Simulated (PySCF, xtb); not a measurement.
Si(CCH)2(Me)(OH) (C₅H₆OSi), SMILES [Si](C)(O)(C#C)C#C. One conformer was computed; it need not be the lowest.

Harmonic wavenumbers (cm⁻¹) from GFN2-xTB in xtb 6.7.1 at its own minimum, in rising order: 76, 103, 109, 112, 162, 188, 219, 259, 282, 298, 326, 570, 673, 677, 678, 681, 693, 745, 781, 825, 845, 899, 1385, 1490, 1496, 2213, 2219, 3025, 3035, 3055, 3353, 3356, 3685.

Question: What does PBE-D3(BJ)/def2-SVP run with PySCF give at its own minimum? (The exact figures need the calculation; the answer reports its results.)

Answer: 88, 107, 123, 136, 174, 230, 234, 291, 349, 380, 391, 539, 636, 692, 693, 703, 703, 725, 744, 790, 843, 894, 1218, 1375, 1376, 2082, 2083, 2985, 3091, 3092, 3389, 3389, 3763. Paired by order, the mean absolute difference is 47 cm⁻¹ and the zero-point energies are 55.1 and 54.8 kcal/mol.
